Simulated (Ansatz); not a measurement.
One change: `CCCCC(C=O)CC` becomes `CCCCC(C)CC`.

Ansatz, PBE0-D4/def2-TZVP geometries, multiplicity 1. Each molecule was computed in one conformer, which needn't be the lowest.

```
                               property  `CCCCC(C=O)CC`
  HOMO–LUMO gap (B3LYP/def2-TZVPP) / eV            6.01
      HOMO energy (PBE/def2-TZVPP) / eV           -5.63
   HOMO–LUMO gap (PBE0/def2-TZVPP) / eV            6.50
    HOMO–LUMO gap (PBE/def2-TZVPP) / eV            3.75
     LUMO energy (PBE0/def2-TZVPP) / eV           -0.69
HOMO–LUMO gap (ωB97M-V/def2-TZVPP) / eV           11.15
```

Problem. Give the same properties after the change, and the shifts. (Estimate.)

Solution. Computed: 
```
                               property  `CCCCC(C)CC`  shift
  HOMO–LUMO gap (B3LYP/def2-TZVPP) / eV          9.14   3.13
      HOMO energy (PBE/def2-TZVPP) / eV         -7.17  -1.54
   HOMO–LUMO gap (PBE0/def2-TZVPP) / eV          9.63   3.13
    HOMO–LUMO gap (PBE/def2-TZVPP) / eV          7.50   3.75
     LUMO energy (PBE0/def2-TZVPP) / eV          1.13   1.82
HOMO–LUMO gap (ωB97M-V/def2-TZVPP) / eV         13.34   2.19
```

With PBE0 the HOMO falls by 1.31 eV and the LUMO rises by 1.82 eV, so the gap widens by about 3.13 eV. PBE moves the HOMO by -1.54 eV and ωB97M-V by -1.21 eV.

B3LYP here is the variant with VWN-RPA as its local correlation; programs differ in this.
